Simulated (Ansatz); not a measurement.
Total energies of SiEt(OAc)3 (C8H14O6Si) from Ansatz at PBE0-D4/def2-SVP, gas phase (1 Eh = 27.2114 eV = 2625.5 kJ/mol). The reference geometry is relaxed at PBE-D4/def2-SVP.

```tsv
atom	x (Å)	y (Å)	z (Å)
Si1	0.150	-0.322	0.076
C2	1.303	-1.776	0.090
C3	2.602	-1.536	0.877
H4	1.508	-2.009	-0.977
H5	0.731	-2.631	0.507
H6	3.268	-2.421	0.825
H7	3.166	-0.668	0.478
H8	2.399	-1.339	1.950
O9	-0.204	0.324	1.624
C10	-0.762	-0.477	2.574
C11	-1.065	0.279	3.842
O12	-0.981	-1.659	2.384
H13	-1.455	-0.410	4.610
H14	-1.812	1.070	3.627
H15	-0.153	0.791	4.207
O16	-1.391	-0.598	-0.605
C17	-1.475	-0.746	-1.957
C18	-2.893	-0.672	-2.446
O19	-0.483	-0.886	-2.650
H20	-2.946	-0.965	-3.509
H21	-3.234	0.377	-2.329
H22	-3.556	-1.304	-1.825
O23	0.974	0.970	-0.660
C24	0.410	2.038	-1.300
C25	1.466	2.934	-1.896
O26	-0.789	2.211	-1.377
H27	0.997	3.833	-2.331
H28	2.013	2.375	-2.683
H29	2.210	3.217	-1.125
```

```csv
state,geometry,energy (Eh)
charge 0 singlet,reference,-1052.72642
charge 1 doublet,reference,-1052.37313
charge 1 doublet,relaxed at PBE-D4/def2-SVP,-1052.37832
free Si atom (triplet),–,-289.15194
free C atom (triplet),–,-37.76066
free H atom (doublet),–,-0.50029
free O atom (triplet),–,-74.92490
```

(1) Work out the vertical ionisation energy to the doublet.

(2) How much does the charge 1 doublet relax, and what is the adiabatic ionisation energy?

(3) What is the binding energy per atom against free atoms?

(1) E(charge 1 doublet) − E(charge 0 singlet) = -1052.37313 − (-1052.72642) = 0.35329 Eh = 9.61 eV. For comparison, −ε of the highest occupied level is 7.97 eV at this level, 1.64 eV less.

(2) Relaxation: -1052.37313 − (-1052.37832) = 0.00519 Eh = 0.14 eV. Adiabatic ionisation energy: 0.34810 Eh = 9.47 eV, without zero-point energy. 

(3) Atoms: 1 × (-289.15194) + 8 × (-37.76066) + 14 × (-0.50029) + 6 × (-74.92490) = -1047.79068 Eh. Binding: -1047.79068 − (-1052.72642) = 4.93574 Eh = 134.31 eV, or 4.63 eV for each of 29 atoms (no zero-point energy, no counterpoise term).
